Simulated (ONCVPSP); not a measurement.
**Before and after: ONCV potential for barium (Ba)**

barium, optimised norm-conserving Vanderbilt (ONCV), made with ONCVPSP 4.0.1 (LDA (Perdew-Zunger), scalar-relativistic). Core [Kr] 4d10, reference 5s2 5p6 6s1.5 6p0.5. Waves: 5s+6s: rc 2.75 bohr, ncon 4, nbas 8, qcut 3.9 1/bohr, 2 projectors; 5p+6p: rc 2.75 bohr, ncon 5, nbas 8, qcut 5.8 1/bohr, 2 projectors; d scattering state at 0.05 Ha: rc 3.00 bohr, ncon 3, nbas 7, qcut 3.8 1/bohr, 3 projectors, debl 1.5 Ha. Local part: polynomial inside 1.80 bohr (lpopt 5, dvloc0 1 Ha). Core correction: Teter function, fcfact 2.5, rcfact 1.8.

All-electron outer shells of the reference configuration (LDA (Perdew-Zunger), scalar-relativistic, ld1.x):

```
shell  level (eV)  outermost node (bohr)  outermost maximum (bohr)
   4d      -90.25                   0.32                      0.70
   5s      -34.39                   0.80                      1.47
   5p      -19.38                   0.86                      1.67
   6s       -3.67                   1.96                      4.00
   6p       -1.55                   2.35                      5.34
```

Change: all radii but the core radius scaled by about 1.24 (s 3.42, p 3.42, d 3.72 bohr); local potential polynomial inside 2.24 bohr (lpopt 5, dvloc0 1 Ha). In the d channel the program set the typed energies aside and used -0.094, 1.406, 2.906 Ha.

Cutoffs: the cutoffs (Ha) at which the residual kinetic energy of the hardest occupied pseudo-wave falls to 1 and 0.1 mHa per electron; they do not see the model core or the augmentation charge, which bear on the density cutoff. Errors are all-electron minus pseudo energies relative to the spin-unpolarised reference configuration.

Question: What does the change do?

Answer: The potential gets softer (10 Ha and 13 Ha → 6.4 Ha and 9.7 Ha); the lowest positive-energy flag moves from s at 55.3 eV to none; of the 4 tests that both files solve, the error grows in 1 and shrinks in 0 by more than 15 % and 0.3 meV (median size 4.2 → 4.6 meV); neither file shows a bound ghost. A larger radius leaves more room for a smooth pseudo-wave, so fewer plane waves are needed.

```tsv
quantity	base	changed
cutoff, loose	10 Ha	6.4 Ha
cutoff, tight	13 Ha	9.7 Ha
loose cutoff by channel	s 5.2 Ha, p 10 Ha	s 2.6 Ha, p 6.4 Ha
bound ghosts	none	none
GHOST(+) flags under 300 eV	s at 55.3 eV	none
error for 5s2 5p6 6s2 6p0, meV [ΔE -1.05 eV]	-0.3	-0.3
error for 5s2 5p6 6s1 6p0, meV [ΔE 4.50 eV]	-0.8	-0.8
error for 5s2 5p6 6s0 6p0, meV [ΔE 14.67 eV]	-7.6	-8.4
error for 5s1 5p6 6s2 6p0, meV [ΔE 37.92 eV]	-229	-376
rms error of d²Exc/dni dnj with the model core, mHa	1.22	1.32
```
